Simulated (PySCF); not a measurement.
Electron correlation in Ca (calcium, neutral)

[Ar] 4s1 4p1, high-spin 3P determinant (an excited configuration). Computed with PySCF 2.14 in aug-cc-pwCVQZ-X2C (11s10p8d6f3g, 150 functions), with scalar relativity by spin-free X2C-1e. Frozen: [Ne]; 10 electrons correlated.

MP2 pair energies summed by pair of shells (mhartree):

```csv
pair,energy,share (%)
3p-3p,-179.95,68.7
3s-3p,-49.90,19.1
3p-4s,-12.85,4.9
3s-3s,-9.72,3.7
3p-4p,-5.97,2.3
4s-4p,-1.84,0.7
3s-4s,-1.03,0.4
3s-4p,-0.54,0.2
```

Total MP2 correlation energy: -261.80 mhartree.

Same-spin part -68.80 and opposite-spin part -193.00 mhartree; SCS-MP2 scales them by 1/3 and 6/5 to -254.54 mhartree.
